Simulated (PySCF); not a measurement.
Shifts of the heteroatoms

Mapped SMILES: `[CH2:1]=[N:2][Si@:3]([NH2:4])([PH2:5])[C:6](=[CH2:7])[CH3:8]`. Each H is labelled by its parent atom. Ha(C1), Ha(C7) are cis to Si3; Hb(C1), Hb(C7) are trans to Si3.

Level of theory: GFN2-xTB structure, PBE0/pcSseg-1 with gauge-including orbitals, in PySCF (relativity neglected, fast rotation and ring inversion assumed for equivalent nuclei, gas phase, one conformer).

(1) What are the 31P shifts?

(2) What are the 29Si shifts?

(3) Where does 15N resonate?

Results:

(1) 
| atoms | environment | σ (ppm) | δ (ppm) |
| --- | --- | --- | --- |
| P5 | phosphorus bonded to Si, 2 H | 617.9 | -241.8 |

Shieldings were converted by a linear fit to measured shifts: 31P: δ = 270.09 − 0.828σ (rms 18.1 ppm, 64 shifts vs H3PO4, solution or neat liquid). Occasional misses reach two or three times the rms, and more in compound classes unlike the fitted ones.

On a 300 MHz spectrometer 31P resonates near 121.4 MHz, so 1 ppm is 121.4 Hz.

(2) 
```csv
atoms,environment,σ (ppm),δ (ppm)
Si3,"silicon bonded to C, 2 N, P",355.3,-12.1
```

Shieldings were converted by a linear fit to measured shifts: 29Si (scatter 8.9 ppm rms, 25.8 ppm with the 6 outliers that the fit left out vs TMS, solution or neat liquid). A few per cent of atoms miss by over 2 rms, more outside the fitted compound classes.

On a 600 MHz spectrometer 29Si resonates near 119.2 MHz, so 1 ppm is 119.2 Hz.

(3) 
| atoms | environment | σ (ppm) | δ (ppm) |
| --- | --- | --- | --- |
| N2 | imine nitrogen | -172.6 | 10.9 |
| N4 | nitrogen bonded to Si, 2 H | 229.1 | -359.2 |

Shieldings were converted by a linear fit to measured shifts: 15N (scatter 6.3 ppm rms vs CH3NO2, solution or neat liquid). A few per cent of atoms miss by over 2 rms, more outside the fitted compound classes.

On a 400 MHz spectrometer 15N resonates near 40.5 MHz, so 1 ppm is 40.5 Hz.
